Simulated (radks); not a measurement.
Results of a calculation; reference values are marked as such.
Numerical settings for the molybdenum ion Mo2+, [Kr] 4d4. Code: a radial shooting solver on a logarithmic mesh with Libxc functionals. Model: scalar-relativistic Kohn-Sham, PBE, spin-polarised, spherical densities, point nucleus; open shells are filled with parallel spins first (spin-orbit coupling, left out, can overturn this in heavy ions). The defaults (mesh step 0.008 in ln r, mesh end at 40 bohr or more with all orbitals vanishing there, Anderson mixing 0.5 over 9 steps, residual threshold near 1e-9 with the energy settled to 1e-9 hartree or 1e-11 of itself, here a cap of 51 iterations) give E = -4047.9073 hartree and 4d at -21.935 eV in 14 iterations. Run on one thread of a shared host, so times are rough (Arm Neoverse N1): 0.26 s of CPU time, 0.26 s wall, 14 iterations on 2486 mesh points. Changes against that run (0 stands for a change within the tolerance of the run):

mesh step in ln r 0.08: iterations 3; converged no; E (mhartree) diverged; CPU (s) 0.03
mesh step in ln r 0.12: iterations 2; converged no; E (mhartree) diverged; CPU (s) 0.04
mesh step in ln r 0.003: iterations 14; converged yes; E (mhartree) 0; e(4d) (meV) 0; CPU (s) 0.65
mesh end (bohr) 400: iterations 14; converged yes; E (mhartree) 0; e(4d) (meV) 0; CPU (s) 0.27
mesh end (bohr) 1: iterations 14; converged level above zero; E (mhartree) +1.51e+05; e(4d) (meV) +4.78e+05; CPU (s) 0.19
residual threshold 0.01: iterations 9; converged yes; E (mhartree) 0; e(4d) (meV) +0.041; CPU (s) 0.19
residual threshold 1e-05: iterations 10; converged yes; E (mhartree) 0; e(4d) (meV) -0.0211; CPU (s) 0.21
mixing 0.05: iterations 18; converged yes; E (mhartree) 0; e(4d) (meV) 0; CPU (s) 0.32
linear mixing, mixing 0.2: iterations 51; converged no; E (mhartree) +0.000355; e(4d) (meV) -0.069; CPU (s) 0.77
linear mixing, mixing 1: iterations 51; converged no; E (mhartree) +16.5; e(4d) (meV) -1.39e+03; CPU (s) 1
mixing history 2: iterations 17; converged yes; E (mhartree) 0; e(4d) (meV) 0; CPU (s) 0.29
iteration cap 3: iterations 3; converged no; E (mhartree) +19.6; e(4d) (meV) -458; CPU (s) 0.07

Settled on a wrong energy, with an occupied level pushed above zero by the early mesh end: mesh end (bohr) 1 (+151 hartree). Apart from these: no run marked as converged misses the energy by more than 1 mhartree. A mesh that ends early acts as a hard wall.
